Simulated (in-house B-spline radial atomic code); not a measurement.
Ionisation energies along the 13-electron series, configuration [Ne] 3s2 3p1, as differences of self-consistent energies. NIST's values go from ground level to ground level; the uncertainty of those that are theory runs from under 0.1 % in few-electron ions to several per cent in heavy many-electron ones. Computed with a radial B-spline atomic code at the basis-set limit: non-relativistic Hartree-Fock, average of the configuration, point nuclei.

This level leaves out relativity, spin-orbit splitting included, which matters for heavy ions.

| ion | configuration after | ionisation energy (eV) | IE/(q+1)² (eV) | -ε less Coulomb ΔSCF (eV) | tabulated value (eV) | computed minus tabulated (eV) |
| --- | --- | --- | --- | --- | --- | --- |
| Al | [Ne] 3s2 | 5.5 | 5.4977 | 0.21535 | 5.985769 | -0.5 |
| Si+ | [Ne] 3s2 | 15.7 | 3.9268 | 0.23505 | 16.34585 | -0.6 |
| P2+ | [Ne] 3s2 | 29.4 | 3.2702 | 0.2409 | 30.20264 | -0.8 |
| S3+ | [Ne] 3s2 | 46.5 | 2.9043 | 0.24527 | 47.222 | -0.8 |
| Cl4+ | [Ne] 3s2 | 66.7 | 2.6687 | 0.24964 | 67.68 | -1.0 |
| Ar5+ | [Ne] 3s2 | 90.1 | 2.5034 | 0.25411 | 91.29 | -1.2 |
| K6+ | [Ne] 3s2 | 116.6 | 2.3806 | 0.25855 | 117.56 | -0.9 |
| Ca7+ | [Ne] 3s2 | 146.3 | 2.2855 | 0.26289 | 147.24 | -1.0 |
| Sc8+ | [Ne] 3s2 | 179.0 | 2.2096 | 0.26705 | 180.03 | -1.1 |
| Ti9+ | [Ne] 3s2 | 214.8 | 2.1475 | 0.271 | 215.92 | -1.2 |
| V10+ | [Ne] 3s2 | ? | ? | ? | ? | ? |
| Cr11+ | [Ne] 3s2 | 295.5 | 2.0519 | 0.27826 | 296.7 | -1.2 |
| Mn12+ | [Ne] 3s2 | 340.4 | 2.0143 | 0.28156 | 343.6 | -3.2 |
| Fe13+ | [Ne] 3s2 | ? | ? | ? | ? | ? |
| Co14+ | [Ne] 3s2 | 439.4 | 1.953 | 0.28756 | 441.1 | -1.7 |
| Ni15+ | [Ne] 3s2 | 493.5 | 1.9277 | 0.29029 | 495.4 | -1.9 |
| Cu16+ | [Ne] 3s2 | ? | ? | ? | ? | ? |
| Zn17+ | [Ne] 3s2 | 610.7 | 1.8849 | 0.29526 | 613.3 | -2.6 |
| Ga18+ | [Ne] 3s2 | 673.9 | 1.8667 | 0.29753 | 677 | -3.1 |
| Ge19+ | [Ne] 3s2 | 740.1 | 1.8502 | 0.29966 | 744 | -3.9 |
| As20+ | [Ne] 3s2 | 809.3 | 1.8352 | 0.30168 | 814 | -4.7 |
| Se21+ | [Ne] 3s2 | 881.6 | 1.8215 | 0.30358 | 887 | -5.4 |

Q: Fill in the row of V10+.

A: ionisation energy (eV): 253.6; IE/(q+1)² (eV): 2.0957; -ε less Coulomb ΔSCF (eV): 0.27474; tabulated value (eV): 254.8; computed minus tabulated (eV): -1.2.

Q: Fill in the row of Fe13+.

A: ionisation energy (eV): 388.4; IE/(q+1)² (eV): 1.9816; -ε less Coulomb ΔSCF (eV): 0.28466; tabulated value (eV): 392.2; computed minus tabulated (eV): -3.8.

Q: Fill in the row of Cu16+.

A: ionisation energy (eV): 550.6; IE/(q+1)² (eV): 1.9051; -ε less Coulomb ΔSCF (eV): 0.29285; tabulated value (eV): 552.8; computed minus tabulated (eV): -2.2.

Q: How far is this level of theory from the measured and semi-empirical values?

A: Over those 22 rows the differences run from -5.4 to -0.488 eV (mean absolute value 2 eV). The calculation leaves out relativity, correlation and, in open shells, the multiplet splittings that an average leaves out.
